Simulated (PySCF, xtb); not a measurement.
Au2, SMILES [Au][Au], multiplicity 1.

Harmonic wavenumbers (cm⁻¹) from GFN2-xTB (xtb) at its own minimum, in rising order: 189.

Question: What does PBE0-D3(BJ)/def2-TZVPD in PySCF give at its own minimum? (An estimate is asked for; the answer gives what the named calculation found.)

Answer: 175. Paired by order, the mean absolute difference is 14 cm⁻¹ and the zero-point energies are 0.3 and 0.2 kcal/mol.
